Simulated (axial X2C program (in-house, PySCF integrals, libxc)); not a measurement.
**What spin–orbit coupling does to TeF**

Calculated with an axial X2C code built on PySCF integrals. Spin-free means the one-electron spin-free X2C Hamiltonian; two-component (2c) means X2C with spin–orbit coupling and atomic mean-field two-electron Coulomb and Gaunt terms, so the difference of the two also holds small scalar two-electron terms. Basis: Te dyall-cv3z [11s12p8d4f1g], F dyall-av3z [7s6p3d2f] (cores contracted in-house); Gaussian nuclei, density fitting, unrestricted open shells. Masses: Te 129.906 u, F 18.998 u.

Spin-free state: M_S = 1/2, Λ = 1 (beyond evenly filled blocks: π+α, π+β, π-α); fragments Te + F.

```
level  Re (Å)  ωe (cm⁻¹)  De (eV)  μ (D)
 PBE0   1.905      630.3    3.502  -2.00
 PW91   1.934      591.6    4.010  -1.95
```

Dipoles are positive if F is the positive end.

Within this multiplet, which Ω should lie lowest by the rule for regular and inverted multiplets?

The open π shell holds three electrons, one hole, so the multiplet is inverted: Ω = Λ + 1/2 = 3/2. The PBE0 2c search agrees.

Two-component determinant lowest at the distance of the search:

Ω = 3/2 (⟨Sz⟩ = 0.51, ⟨Lz⟩ = 0.99 at PBE0); fragments Te + F.

```
level  Re (Å)  ωe (cm⁻¹)  De (eV)  μ (D)
 PBE0   1.913      614.8    3.534  -2.12
 PW91   1.943      574.8    4.039  -2.09
```

From the two tables, how do the constants change at the PBE0 level (2c against spin-free)?

At the PBE0 level Re increases by 0.008 Å and ωe drops by 15.5 cm⁻¹; De is not compared, since the atomic limits differ or miss part of their spin–orbit lowering.

The state is a single determinant with fixed occupations, the lowest that a limited PBE0 search found. De is counted from the lowest determinant-based energies of the atoms at the same level, without counterpoise correction. Density functionals use the spin component along the axis (collinear). A 2c atom that is not at its ground J level misses part of its spin–orbit lowering, and De is too large by that part (0.04 eV or less for light atoms). This holds for PBE0, PW91. Without a current term, density functionals place determinants with orbital angular momentum somewhat too high.
